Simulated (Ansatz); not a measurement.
GeH, multiplicity 2 (the spin of the measured ground state), most abundant isotopes (1.0078 and 73.9212 u). Constants from fifth-degree fits in 1/R to seven points on the lowest solution found; no spin–orbit coupling, no relativity up to Kr; ω_e x_e and α_e move by some per cent with the fit.

Correlated levels freeze the inner cores; with def2 sets outer-core shells near the valence are correlated too.

Programs: Ansatz (Gaussian basis) for Hartree–Fock, density functionals and correlated methods. Values without a source in brackets are computed.

Total energies (hartree; each atom in its lowest state at that level) and vibrational constants (cm⁻¹):

```json
[
 {"level": "PBE/def2-TZVPP", "E(GeH) at r_e": "-2077.208685", "E(H)": "-0.499616", "E(Ge)": "-2076.601766", "ω_e": "1823", "ω_e x_e": "29"},
 {"level": "B3LYP/def2-TZVPP", "E(GeH) at r_e": "-2077.578242", "E(H)": "-0.502154", "E(Ge)": "-2076.965140", "ω_e": "1867", "ω_e x_e": "30"},
 {"level": "wB97M-V/def2-TZVPP", "E(GeH) at r_e": "-2077.409262", "E(H)": "-0.494111", "E(Ge)": "-2076.805905", "ω_e": "1926", "ω_e x_e": "28"},
 {"level": "CCSD(T)/def2-QZVPP", "E(GeH) at r_e": "-2076.410569", "E(H)": "-0.499983", "E(Ge)": "-2075.801618", "ω_e": "1915", "ω_e x_e": "30"}
]
```

Question: Work out D_e and D₀ in eV.

Answer: 
D_e = E(H) + E(Ge) − E(molecule), times 27.2114 eV; D₀ = D_e − (ω_e/2 − ω_e x_e/4)/8065.54.
- PBE/def2-TZVPP: D_e = 2.920, zero point 0.112, D₀ = 2.808 eV
- B3LYP/def2-TZVPP: D_e = 3.019, zero point 0.115, D₀ = 2.904 eV
- wB97M-V/def2-TZVPP: D_e = 2.973, zero point 0.119, D₀ = 2.854 eV
- CCSD(T)/def2-QZVPP: D_e = 2.965, zero point 0.118, D₀ = 2.847 eV
No counterpoise correction is made.

Ansatz is a first-principles code.
